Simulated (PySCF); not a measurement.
ZnHBr, SMILES [ZnH][Br].

Coordinates come from a B3LYP-D3(BJ)/def2-TZVP optimisation.

The numbers are results of B3LYP-D3(BJ)/def2-TZVP (PySCF 2.14.0), not measurements.

Frequencies are harmonic and unscaled.

Modes within 1.5 cm⁻¹ of each other (mostly degenerate sets) share a row, with their intensities summed.

Task: List the normal modes with their intensities. (The exact figures need the calculation; the answer reports its results.)

Result: 
```csv
mode,ν (cm⁻¹),IR (km/mol),moving atoms (share of kinetic energy)
1,304,20.7,"Zn 54 %, Br 45 %"
2–3,429,117.9,H 95 %
4,1954,92.3,H 98 %
```
